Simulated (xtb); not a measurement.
Al₂ (SMILES [Al][Al]), triplet, from a rough starting geometry (GFN-xTB shapes and energies of metal compounds can be far from the true ones); GFN2-xTB (xtb).

xtb was given this input:
```
$ xtb mol.xyz --gfn 2 --uhf 2 --opt vtight --json

# file mol.xyz
2

Al     0.07416505    -0.07042304    -1.21733946
Al    -0.05238122     0.03804801     1.26703936
```

Output, abridged:

```
   ID    Z sym.   atoms
    1   13 Al     1, 2

           -------------------------------------------------
          |                Calculation Setup                |
           -------------------------------------------------

           -------------------------------------------------
          |                 G F N 2 - x T B                 |
           -------------------------------------------------

          ...................................................
          :                      SETUP                      :
          :.................................................:
          :  # basis functions                  20          :
          :  # atomic orbitals                  18          :
          :  # shells                            6          :
          :  # electrons                         6          :
          :  max. iterations                   250          :
          :  Hamiltonian                  GFN2-xTB          :
          :  restarted?                      false          :
          :  GBSA solvation                  false          :
          :  PC potential                    false          :
          :  electronic temp.          300.0000000     K    :
          :  accuracy                    1.0000000          :
          :  -> integral cutoff          0.2500000E+02      :
          :  -> integral neglect         0.1000000E-07      :
          :  -> SCF convergence          0.1000000E-05 Eh   :
          :  -> wf. convergence          0.1000000E-03 e    :
          :  Broyden damping             0.4000000          :
          :  net charge                          0          :
          :  unpaired electrons                  2          :
          ...................................................

 iter      E             dE          RMSdq      gap      omega  full diag
   1     -1.7646395 -0.176464E+01  0.377E+01    0.25       0.0  T
   2     -1.5608160  0.203824E+00  0.405E+01    0.00       1.0  T
   3     -1.9055454 -0.344729E+00  0.324E+01    0.00       1.0  T
   4     -1.9028978  0.264764E-02  0.379E+01    0.00       1.0  T
   5     -1.9044006 -0.150284E-02  0.656E+00    0.00       1.0  T
   6     -1.9063567 -0.195612E-02  0.204E+00    0.00       1.0  T
   7     -1.9063514  0.531021E-05  0.733E-01    0.00       1.0  T
   8     -1.9063546 -0.323706E-05  0.507E-01    0.00       1.0  T
   9     -1.9063637 -0.909447E-05  0.587E-02    0.00       1.2  T
  10     -1.9063638 -0.220920E-07  0.150E-02    0.00       4.7  T
  11     -1.9063638 -0.221449E-07  0.330E-03    0.00      21.4  T
  12     -1.9063638 -0.235151E-08  0.169E-04    0.00     417.4  T
  13     -1.9063638 -0.343570E-11  0.375E-06    0.00   18866.3  T

   *** convergence criteria satisfied after 13 iterations ***

 transition dipole moment (au) for excitation:           3           4
     X       Y       Z
  -0.1180   0.3131  -0.0197  total (au/Debye):    0.335   0.852
 dE (eV)             :    0.430
 oscillator strength :  0.16746E-02

         :::::::::::::::::::::::::::::::::::::::::::::::::::::
         ::                     SUMMARY                     ::
         :::::::::::::::::::::::::::::::::::::::::::::::::::::
         :: total energy              -1.897539340691 Eh    ::
         :: gradient norm              0.003692125576 Eh/a0 ::
         :: HOMO-LUMO gap              0.000000000001 eV    ::
         ::.................................................::
         :: SCC energy                -1.906363781579 Eh    ::
         :: -> isotropic ES            0.003760189005 Eh    ::
         :: -> anisotropic ES          0.000063345631 Eh    ::
         :: -> anisotropic XC         -0.013417790889 Eh    ::
         :: -> dispersion             -0.001296221948 Eh    ::
         :: repulsion energy           0.008824440889 Eh    ::
         :: add. restraining           0.000000000000 Eh    ::
         :: total charge               0.000000000000 e     ::
[...]
 * total energy  :    -1.8975393 Eh     change       -0.1132427E-13 Eh
 * total energy  :    -1.8973303 Eh     change        0.2090281E-03 Eh
 * total energy  :    -1.8975771 Eh     change       -0.2467581E-03 Eh
 * total energy  :    -1.8975773 Eh     change       -0.2706271E-06 Eh
 * total energy  :    -1.8975776 Eh     change       -0.2134041E-06 Eh
 * total energy  :    -1.8975776 Eh     change       -0.4642731E-11 Eh
   *** GEOMETRY OPTIMIZATION CONVERGED AFTER 6 ITERATIONS ***
         :: total energy              -1.897577554735 Eh    ::
[...]

           -------------------------------------------------
          |                Property Printout                |
           -------------------------------------------------

    * Orbital Energies and Occupations

         #    Occupation            Energy/Eh            Energy/eV
      -------------------------------------------------------------
         1        2.0000           -0.3947938             -10.7429
         2        2.0000           -0.3229376              -8.7876
         3        1.0000           -0.2439337              -6.6378
         4        0.5000           -0.2277004              -6.1960 (HOMO)
         5        0.5000           -0.2277004              -6.1960 (LUMO)
         6                         -0.1993863              -5.4256
         7                         -0.1993863              -5.4256
         8                         -0.1664986              -4.5307
         9                         -0.1366851              -3.7194
        10                         -0.1366851              -3.7194
        11                         -0.1365652              -3.7161
        12                         -0.1365652              -3.7161
        13                         -0.0489086              -1.3309
        14                         -0.0093043              -0.2532
        15                         -0.0093043              -0.2532
       ...                                ...                  ...
        18                          1.1942691              32.4977
      -------------------------------------------------------------
                  HL-Gap            0.0000000 Eh            0.0000 eV
             Fermi-level           -0.2555680 Eh           -6.9544 eV

     #   Z          covCN         q      C6AA      α(0)
     1  13 Al       0.945    -0.000   388.400    51.352
     2  13 Al       0.945     0.000   388.400    51.352

 Mol. C6AA /au·bohr⁶  :       1553.598233
 Mol. C8AA /au·bohr⁸  :     148898.347999
 Mol. α(0) /au        :        102.704804

Wiberg/Mayer (AO) data.
largest (>0.10) Wiberg bond orders for each atom

 ---------------------------------------------------------------------------
     #   Z sym  total        # sym  WBO       # sym  WBO       # sym  WBO
 ---------------------------------------------------------------------------
     1  13 Al   1.536 --     2 Al   1.536
     2  13 Al   1.536 --     1 Al   1.536
 ---------------------------------------------------------------------------

Topologies differ in total number of bonds
Writing topology from bond orders to xtbtopo.mol

molecular dipole:
                 x           y           z       tot (Debye)
 q only:       -0.000       0.000       0.000
   full:       -0.000       0.000       0.000       0.000
molecular quadrupole (traceless):
                xx          xy          yy          xz          yz          zz
 q only:       -0.000       0.000      -0.000       0.000      -0.000       0.000
  q+dip:       -0.799      -0.005      -0.800      -0.122       0.105       1.599
   full:        3.932       0.026       3.940       0.603      -0.517      -7.872

           -------------------------------------------------
          |                Geometry Summary                 |
           -------------------------------------------------

      molecular mass/u    :       53.9630771
   center of mass at/Å    :        0.0108919      -0.0161875       0.0248500
  moments of inertia/u·Å² :       -0.6985740E-16   0.8469956E+02   0.8469956E+02
rotational constants/cm⁻¹ :       -0.2413149E+18   0.1990286E+00   0.1990286E+00

optimized geometry written to: xtbopt.xyz

           -------------------------------------------------
          | TOTAL ENERGY               -1.897577554735 Eh   |
          | GRADIENT NORM               0.000000001224 Eh/α |
          | HOMO-LUMO GAP               0.000000001407 eV   |
           -------------------------------------------------

normal termination of xtb
```
